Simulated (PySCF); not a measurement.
## Orbital energies, ionisation energy and electron affinity

Species: Ta(NMe)Br3, CH3Br3NTa (singlet state).
Cartesian coordinates in Å at the PBE0-D3(BJ)/def2-SVP level; atoms count from 1:
```
atom  x, y, z in Å
Ta1    0.1346   -0.2103   -1.4836
N2     0.0344    0.0406    0.2421
C3    -0.0917    0.2150    1.6412
H4     0.2488    1.2189    1.9447
H5    -1.1429    0.0993    1.9552
H6     0.5114   -0.5318    2.1841
Br7    2.5111   -0.3290   -2.0850
Br8   -0.9654    1.7027   -2.5320
Br9   -1.1075   -2.2748   -1.8924
```

Level: B3LYP/def2-SVPD (PySCF). Frontier orbitals with their largest atomic shares (Löwdin; up to four atoms above 4 %):

```
orbital  ε (eV)                              main atoms
 HOMO−3   -8.91  Br7 32 %, Br9 30 %, Br8 18 %, Ta1 11 %
 HOMO−2   -8.42            Br7 34 %, Br8 34 %, Br9 31 %
 HOMO−1   -7.70                                       ?
   HOMO   -7.69                                       ?
   LUMO   -2.68   Ta1 64 %, Br9 14 %, Br8 14 %, Br7 6 %
 LUMO+1   -2.63    Ta1 63 %, Br7 16 %, Br8 9 %, Br9 8 %
 LUMO+2   -1.36  Ta1 50 %, Br9 12 %, Br7 12 %, Br8 12 %
```

Problem. What vertical ionisation energy does ΔSCF give, and how far is −ε(HOMO) from it?

Solution. ΔSCF: 9.46 eV (913 kJ/mol; threshold wavelength 131 nm); ⟨S²⟩ of the doublet left behind is 0.762, against 0.75 for a pure doublet. −ε(HOMO) is 7.69 eV, 1.77 eV below it. In exact Kohn–Sham theory the two would be equal; B3LYP (global hybrid, 20 % exact exchange) falls short of its own ΔSCF value by 19 %. Holes in the HOMO−1 and HOMO−2 were tried too where these lie within 1.2 eV of the HOMO; the lowest converged state counts.

Problem. On which atoms does the HOMO lie?

Solution. HOMO: N2 35 %, Br9 25 %, Br7 14 %, Ta1 11 %; HOMO−1: N2 35 %, Br8 25 %, Br7 13 %, Ta1 11 %. These 2 orbitals lie within 0.02 eV of one another. The HOMO−2 lies 0.73 eV lower.

Problem. And the vertical electron affinity, the fundamental gap, Mulliken's electronegativity and the hardness (with the factor ½)?

Solution. EA = 1.02 eV by ΔSCF (−ε(LUMO) = 2.68 eV). IE − EA = 8.44 eV against an orbital gap of 5.01 eV; (IE + EA)/2 = 5.24 eV; (IE − EA)/2 = 4.22 eV.

Problem. The lowest singlet excitation (vertical TDDFT, same level) lies at 3.80 eV. How far is it below IE − EA?

Solution. IE − EA = 8.44 eV, so by 4.64 eV.

Problem. What kinetic energy would electrons from this vertical process carry with He I light (21.218 eV)?

Solution. 21.22 − 9.46 = 11.76 eV.

Problem. What total energies stand behind the ΔSCF value?

Solution. E(N) = -7873.49233 Eh and E(N − 1) = -7873.14474 Eh at the same geometry, 0.34759 Eh apart. With one more electron, E(N + 1) = -7873.52970 Eh.

Problem. Shift the occupied levels rigidly so that −ε(HOMO) equals the ΔSCF value. What binding energies result?

Solution. The shift is +1.77 eV: HOMO 9.46, HOMO−1 9.47, HOMO−2 10.19, HOMO−3 10.68 eV. A rigid shift is only a rough guide to the deeper ionisations.

Geometry: PBE0-D3(BJ)/def2-SVP; no solvent, vibrations or thermal averaging. Atoms past krypton carry effective core potentials; spin–orbit coupling is left out. The calculation is non-relativistic apart from the core potentials, for bromine too.

These values come from a run that also computed excited states and ΔSCF ions. On an Arm Neoverse V1 with one thread, no GPU, on a shared host, this took 6.5 min of wall time (with the writing of density and orbital grids) and 1.2 GiB of memory at its peak.
